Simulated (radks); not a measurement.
Problem. These are the eigenvalues of the occupied orbitals of an atom or ion with whole-number occupations (hartree). All-electron calculation, Dirac Kohn-Sham, PBE, spin-unpolarised, spherical densities, finite nucleus; Fermi nuclear charge, rms radius of each element as measured or else 0.836 A^(1/3) + 0.57 fm. Program: a radial shooting solver on a logarithmic mesh with Libxc functionals.

| orbital | eigenvalue |
|---|---|
| 1s1/2 | -1553.338 |
| 2s1/2 | -265.0036 |
| 2p1/2 | -251.4867 |
| 2p3/2 | -233.7562 |
| 3s1/2 | -70.84692 |
| 3p1/2 | -65.11706 |
| 3p3/2 | -61.56427 |
| 3d3/2 | -51.61785 |
| 3d5/2 | -50.84788 |
| 4s1/2 | -26.61450 |
| 4p1/2 | -24.37758 |
| 4p3/2 | -23.47731 |
| 4d3/2 | -19.75184 |

Which element is it, and in what charge state? The configuration may be excited. Open shells, if any, fill j = l - 1/2 first.

Solution. Z = 59, praseodymium, charge +19: Pr19+ in [Kr] 4d4. The list shows which subshells hold electrons but not how many an open one holds; the 1s level, -1553.3 hartree, gives Z - s = 55.7 by -(Z - s)^2/2, which with screening and relativity narrows Z to a few neighbours, and the depths of the outer levels then fix element, charge and occupations together.
